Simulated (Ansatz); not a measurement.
Ga₄F₄, relaxed as a singlet with RKS r2SCAN-D4/def2-SVP in Ansatz, starting from the GFN2-xTB geometry. Force threshold 0.02 eV/Å.

Another isomer (singlet) lies 0.35 eV lower at PBE0-D4/def2-TZVP; other spin states weren't run for this one.

Start:

```xyz
8

Ga   -1.466   -1.233    3.196
Ga    1.839   -0.076    0.286
Ga   -1.845   -0.004   -0.319
Ga    1.471    1.336   -3.152
F    -2.780   -0.679    1.678
F     2.784    0.747   -1.647
F    -0.089   -0.638    1.501
F     0.085    0.546   -1.543
```

**Question.** Estimate the energy that the relaxation releases and the steps that it takes.

**Answer.** 182.2 kJ/mol, in 15 steps; 69 s on 4 threads of Arm Neoverse V1 on a shared host. No frequencies were taken in this run, so the end may be a saddle point.

**Question.** Does the start keep its bonding?

**Answer.** Bonds formed: Ga2–F6, Ga3–F5 (atoms count from 1).

**Question.** Predict the relaxed structure.

**Answer.** 
| atom | x (Å) | y (Å) | z (Å) |
| --- | --- | --- | --- |
| Ga1 | -0.8307 | -0.9414 | 2.4649 |
| Ga2 | 1.5748 | 0.3689 | 0.6735 |
| Ga3 | -1.5645 | -0.3753 | -0.6772 |
| Ga4 | 0.8255 | 0.9531 | -2.4614 |
| F5 | -2.0425 | 0.0112 | 1.2370 |
| F6 | 2.0347 | -0.0177 | -1.2452 |
| F7 | 0.0543 | -1.1820 | 0.5652 |
| F8 | -0.0515 | 1.1833 | -0.5568 |
Bond lengths (bridged metal pairs left out): 6 × F–Ga 1.97 to 2.11 Å.
